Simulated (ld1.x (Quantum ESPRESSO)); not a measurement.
Varying the TM potential for sulfur (S)

Base potential:

```json
{"Element": "sulfur (S)", "Generator": "ld1.x (Quantum ESPRESSO) 7.5", "Type": "norm-conserving Troullier–Martins (Kleinman–Bylander form)", "Functional": "BLYP", "Relativity": "scalar-relativistic", "Frozen core": "[Ne]", "Valence charge": "6", "Reference configuration": "3s2 3p3.5 (charge +0.5)", "Partial waves": "3p (bound): rc 1.15 bohr; 3d channel at 0.5 Ry: rc 1.20 bohr; 3s (bound): rc 1.35 bohr", "Local potential": "the s channel", "Core correction": "none"}
```

All-electron outer shells of the reference configuration (BLYP, scalar-relativistic, ld1.x):

```tsv
shell	level (eV)	outermost node (bohr)	outermost maximum (bohr)
3s	-22.09	0.60	1.40
3p	-11.55	0.58	1.57
```

Cutoffs, loose and tight: the cutoffs (Ry, on a coarse ladder) from which the occupation-weighted sum of valence levels, in a spherical-Bessel basis at the reference potential, stays within 10 and 1 mRy of its value at 400 Ry. They do not see the model core or the augmentation charge, which bear on the density cutoff. Test errors are all-electron minus pseudo excitation energies from the reference, over the configurations 3s2 3p4; 3s2 3p3; 3s2 3p2; 3s0 3p6; 3s2 3p4.3; 3s1 3p5; 3s2 3p0. A dash means not determined; rows that change the core or the reference have their own tests.

Cutoffs are not given where the Bessel-basis levels miss the radial ones by over 6 mRy, ghosts where they miss by over 20 mRy; a channel whose overlap is not positive is not tested.

```csv
change,outcome,"cutoff, loose","cutoff, tight",bound ghosts,largest test error (meV)
base,generated,80 Ry,140 Ry,none,+263
wave 3p (bound): rc 1.15 bohr becomes 3p (bound): rc 0.74 bohr,generated,–,–,not determined,+497
wave 3p (bound): rc 1.15 bohr becomes 3p (bound): rc 0.84 bohr,generated,over 300 Ry,over 300 Ry,none,+409
wave 3p (bound): rc 1.15 bohr becomes 3p (bound): rc 0.96 bohr,generated,230 Ry,300 Ry,none,+366
wave 3p (bound): rc 1.15 bohr becomes 3p (bound): rc 1.08 bohr,generated,100 Ry,160 Ry,none,+294
wave 3p (bound): rc 1.15 bohr becomes 3p (bound): rc 1.20 bohr,generated,70 Ry,140 Ry,none,+257
wave 3p (bound): rc 1.15 bohr becomes 3p (bound): rc 1.32 bohr,generated,45 Ry,70 Ry,none,+265
wave 3p (bound): rc 1.15 bohr becomes 3p (bound): rc 1.38 bohr,generated,40 Ry,70 Ry,none,+270
wave 3p (bound): rc 1.15 bohr becomes 3p (bound): rc 1.54 bohr,generated,40 Ry,60 Ry,none,+277
wave 3p (bound): rc 1.15 bohr becomes 3p (bound): rc 1.62 bohr,generated,40 Ry,60 Ry,none,+278
wave 3p (bound): rc 1.15 bohr becomes 3p (bound): rc 1.74 bohr,generated,40 Ry,60 Ry,none,+274
```

Reading the sweep of the p radius (base included, trends over the rows without a ghost): The loose cutoff falls from 230 Ry at 0.96 to 40 Ry at 1.74 bohr. A larger radius leaves more room for a smooth pseudo-wave, so fewer plane waves are needed; a smaller one forces it to follow the all-electron wave where it bends sharply. The median size of the test errors (rows with all tests solved) is not monotonic: lowest 1.2 meV at 1.38 bohr, highest 22.9 meV at 0.96 bohr.
